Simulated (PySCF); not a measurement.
Species: mer-MoBr3(PH3)3 (quartet state).
Geometry (PBE0-D3(BJ)/def2-SVP, Å), atoms numbered from 1 in this order:
```
atom  x, y, z in Å
Mo1    0.4785   -0.0591   -0.0923
Br2    0.2914   -0.3621    2.4363
Br3    0.1238    0.2876   -2.5750
Br4    2.9640   -0.3987   -0.2667
P5    -2.0092    0.2755    0.1955
H6    -2.4221    1.3059    1.0783
H7    -2.7377   -0.7935    0.7773
H8    -2.8548    0.5589   -0.9090
P9     1.0713    2.3644    0.2702
H10    2.0273    2.5973    1.2869
H11    0.1009    3.3351    0.6383
H12    1.6762    3.0423   -0.8155
P13    0.3205   -2.5520   -0.4231
H14    0.9790   -3.3526    0.5409
H15    0.8880   -3.0593   -1.6160
H16   -0.9315   -3.2236   -0.4597
```

Computed, not measured: PBE0-D3(BJ)/def2-SVP geometry optimisation, gas phase, def2 core potentials past Kr in PySCF.

(1) Which atoms are bound to Mo1, and at what distances?

(2) List the angles at Mo1.

(3) What is the shape at Mo1?

(4) What are the other bond lengths?

(5) What are the rotational constants (commonest isotopes, rigid rotor)?

Results:

(1) 6 atoms: Br4 2.515 Å, P13 2.520 Å, P9 2.521 Å, P5 2.527 Å, Br3 2.532 Å, Br2 2.554 Å. The nearest atom not counted as bound is H10, at 3.37 Å.

(2) 
```json
{"angle": "Br4–Mo1–P5", "degrees": "177.4", "distance of the outer atoms (Å)": "5.04"}
{"angle": "P9–Mo1–P13", "degrees": "170.0", "distance of the outer atoms (Å)": "5.02"}
{"angle": "Br2–Mo1–Br3", "degrees": "167.7", "distance of the outer atoms (Å)": "5.06"}
{"angle": "Br2–Mo1–Br4", "degrees": "97.2", "distance of the outer atoms (Å)": "3.80"}
{"angle": "Br3–Mo1–Br4", "degrees": "95.1", "distance of the outer atoms (Å)": "3.72"}
{"angle": "P5–Mo1–P9", "degrees": "95.0", "distance of the outer atoms (Å)": "3.72"}
{"angle": "P5–Mo1–P13", "degrees": "94.8", "distance of the outer atoms (Å)": "3.72"}
{"angle": "Br3–Mo1–P9", "degrees": "92.4", "distance of the outer atoms (Å)": "3.65"}
{"angle": "Br2–Mo1–P13", "degrees": "90.5", "distance of the outer atoms (Å)": "3.60"}
{"angle": "Br3–Mo1–P13", "degrees": "89.9", "distance of the outer atoms (Å)": "3.57"}
{"angle": "Br2–Mo1–P9", "degrees": "89.4", "distance of the outer atoms (Å)": "3.57"}
{"angle": "Br3–Mo1–P5", "degrees": "87.5", "distance of the outer atoms (Å)": "3.50"}
{"angle": "Br4–Mo1–P13", "degrees": "85.4", "distance of the outer atoms (Å)": "3.41"}
{"angle": "Br4–Mo1–P9", "degrees": "84.7", "distance of the outer atoms (Å)": "3.39"}
{"angle": "Br2–Mo1–P5", "degrees": "80.3", "distance of the outer atoms (Å)": "3.27"}
```

(3) Distorted octahedral: the three widest angles are 177.4°, 170.0° and 167.7°, the others run from 80.3° to 97.2°. The Mo–Br distances aren't all alike: 2.515 to 2.554 Å.

(4) P5–H6, P5–H7, P5–H8 1.419 Å; P9–H10 and 5 like bonds 1.417 Å.

(5) A = 427.6, B = 343.1, C = 289.1 MHz: an asymmetric top.

Point group: near Cs, missed by 0.17 Å at most; the miss may be what the optimiser left on a soft mode. Charge 0, quartet. ⟨S²⟩ = 3.771 (exact for a quartet: 3.75). PBE0-D3(BJ)/def2-SVP frequencies: not computed here.
